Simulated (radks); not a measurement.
The numbers below are computed, except where a source is named.
Charge is removed step by step from the 1s1/2 level of the potassium ion K2+, starting from [Ne] 3s2 3p5. Level of theory: Dirac Kohn-Sham, PBE, spin-unpolarised, spherical densities, point nucleus; open shells are shared between the two j in proportion to 2j + 1 (a radial shooting solver on a logarithmic mesh with Libxc functionals).

removed (e)  E - E(0) (eV)  eigenvalue (eV)  E minus straight line (eV)
0                    0.000          -3545.7                       0.000
0.1                 355.69          -3568.1                     -10.078
0.2                 713.63          -3590.5                     -17.916
0.3                 1073.8          -3613.0                     -23.513
0.4                 1436.2          -3635.4                     -26.867
0.5                 1800.9          -3657.8                     -27.980
0.6                 2167.8          -3680.2                     -26.852
0.7                 2536.9          -3702.6                     -23.486
0.8                 2908.3          -3724.9                     -17.885
0.9                 3281.9          -3747.1                     -10.054
1                   3657.7          -3769.3                       0.000

Removing the whole electron costs 3657.7 eV by Delta-SCF, against 3545.7 eV from minus the eigenvalue at the starting occupation. Slater's transition state (half an electron removed) gives 3657.8 eV. Integrating minus the eigenvalue over the occupation (Janak's theorem) gives 3657.7 eV. The mean slope of the eigenvalue, de/dn, is 224 eV per electron.
